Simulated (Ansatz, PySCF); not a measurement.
AlClO. Atoms are numbered in the order given.

```xyz
3

Al     0.0000     0.0000    -0.5886
O      0.0000     0.0000    -2.1853
Cl     0.0000     0.0000     1.4785
```

The structure is a stationary point at B3LYP-D3(BJ)/def2-TZVP.

Vertical ionisation energy (IE) and electron affinity (EA) in eV. Rows of orbital energies are one-electron estimates. Where ΔSCF, EOM or ADC give a negative EA the extra electron is unbound and the value depends on the basis.

```
level                                                                         IE    EA
-------------------------------------------------------------------------  -----  ----
−ε(HOMO), −ε(LUMO), M06-2X/def2-TZVPD (PySCF)                               9.48  2.08
−ε(HOMO), −ε(LUMO), PBE/def2-TZVPD (PySCF)                                  6.61  3.56
ADC(2)/aug-cc-pVDZ (PySCF)                                                  8.18  0.78
ΔSCF, CAM-B3LYP/def2-TZVPD (Ansatz), final states of multiplicity 2 and 2  10.20  1.06
ΔSCF, PBE/def2-TZVPD (Ansatz), final states of multiplicity 2 and 2        10.40  1.08
```

Question: What vertical singlet–triplet gap does ΔSCF give with CAM-B3LYP/def2-TZVPD (Ansatz, a quantum-chemistry and plane-wave program) and with PBE/def2-TZVPD (Ansatz)? (An estimate is asked for; the answer gives what the named calculation found.)

Answer: 2.93 and 3.18 eV (triplet above singlet where positive).

Question: Beyond the first one, list the lowest photoelectron lines from ADC(2)/aug-cc-pVDZ run with PySCF with their pole strengths (two spins summed). (The exact figures need the calculation; the answer reports its results.)

Answer: 9.33 eV (1.62), 13.38 eV (1.81), 13.38 eV (1.81), 15.51 eV (1.81).
